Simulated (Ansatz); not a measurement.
Basis-set extrapolation for CH9NSi3, SMILES `N[Si@@H]1C[Si@H]1[SiH3]` (PBE0-D4/def2-TZVP geometry, frozen core, the Gaussian-basis code of Ansatz). Multiplicity 1, RHF reference.

```tsv
	def2-TZVPP	def2-QZVPP
HF	-964.410859	-964.442182
MP2 correlation	-0.756346	-0.809765
CCSD(T) correlation	-0.857588	not run
```

Energies in hartree. Use E(X) = E(∞) + A·exp(−7.88·√X) for Hartree–Fock and E(X) = E(∞) + B·X^(−2.97) for correlation, with X = 3 and 4, and add CCSD(T) minus MP2 of the smaller set to the MP2 limit.

Task: What is the CCSD(T) energy at the basis-set limit?

Result: HF limit: -964.442182 + (-0.031323) × 0.13774 = -964.44650. MP2 limit: -0.809765 + (-0.053419) × 0.74074 = -0.84933. Higher-order term: -0.857588 − (-0.756346) = -0.10124. Total: -965.39707 hartree, 337.7 kJ/mol below CCSD(T)/def2-TZVPP.
